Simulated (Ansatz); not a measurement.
`CB(O)[SiH2][SiH3]` and `BB(C)O` differ in one atom or group.

Ansatz, PBE0-D4/def2-TZVP geometries, multiplicity 1. Each molecule was computed in one conformer, which needn't be the lowest.

```
                                      property  `CB(O)[SiH2][SiH3]`
            HOMO energy (PBE0/def2-TZVPP) / eV                -7.52
             LUMO energy (PBE/def2-TZVPP) / eV                -1.79
             HOMO energy (PBE/def2-TZVPP) / eV                -6.34
size of the dipole moment (PBE/def2-TZVPP) / D                 0.68
          HOMO–LUMO gap (PBE0/def2-TZVPP) / eV                 6.63
         HOMO–LUMO gap (B3LYP/def2-TZVPP) / eV                 6.27
```

(1) What does the change do to each property? (Estimate.)

Results:

(1) Ansatz gave: 
```
                                      property  `BB(C)O`  shift
            HOMO energy (PBE0/def2-TZVPP) / eV     -7.66  -0.14
             LUMO energy (PBE/def2-TZVPP) / eV     -2.90  -1.11
             HOMO energy (PBE/def2-TZVPP) / eV     -6.30   0.04
size of the dipole moment (PBE/def2-TZVPP) / D      0.87   0.19
          HOMO–LUMO gap (PBE0/def2-TZVPP) / eV      5.77  -0.86
         HOMO–LUMO gap (B3LYP/def2-TZVPP) / eV      5.36  -0.91
```

With PBE0 the HOMO falls by 0.14 eV and the LUMO falls by 1.01 eV, so the gap narrows by about 0.87 eV. PBE moves the HOMO by 0.04 eV and ωB97M-V by -0.36 eV. Dipoles are sizes alone; their direction can turn.

B3LYP here is the variant with VWN-RPA as its local correlation; programs differ in this.
